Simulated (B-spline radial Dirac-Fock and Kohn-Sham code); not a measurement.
# Binding energies of Nd³⁺ in different valence configurations

The computed values come from a radial atomic solver: ΔSCF Dirac-Fock with Breit, self-energy and vacuum polarisation, finite nucleus, configuration average. The model has no electron correlation.

Reference: the tabulated ground configuration [Xe] 4f3, with 1s 43605.5 eV, 3p3/2 1340.3 eV, 3d5/2 1018.2 eV, 4p1/2 297.2 eV, 4d3/2 161.6 eV, 5p1/2 55.62 eV, Kα1 37358.0 eV, Kβ1 42265.3 eV, Lα1 5229.4 eV, Lβ2 6089.9 eV.

Shifts from the reference in eV.

```
configuration  average energy      1s   3p3/2   3d5/2   4p1/2   4d3/2   5p1/2    Kα1    Kβ1    Lα1    Lβ2
 [Xe] 4f2 6p1          +15.87  +13.18  +15.69  +15.47  +13.95  +12.89   +7.22  -1.05  -2.51  -1.23  +1.43
 [Xe] 4f2 6s1          +11.00  +12.14  +14.65  +14.43  +12.92  +11.86   +6.27  -1.06  -2.51  -1.22  +1.42
 [Xe] 4f1 6s2          +31.63  +25.45  +30.68  +30.22  +26.71  +24.50  +12.71  -2.22  -5.24  -2.56  +3.32
 [Xe] 4f1 5d2          +19.78  +17.85  +22.89  +22.46  +19.30  +17.26   +7.47  -1.86  -5.04  -2.75  +2.60
 [Xe] 4f2 5d1           +6.89   +8.61  +11.00  +10.80   +9.41   +8.43   +3.72  -0.88  -2.40  -1.31  +1.12
```
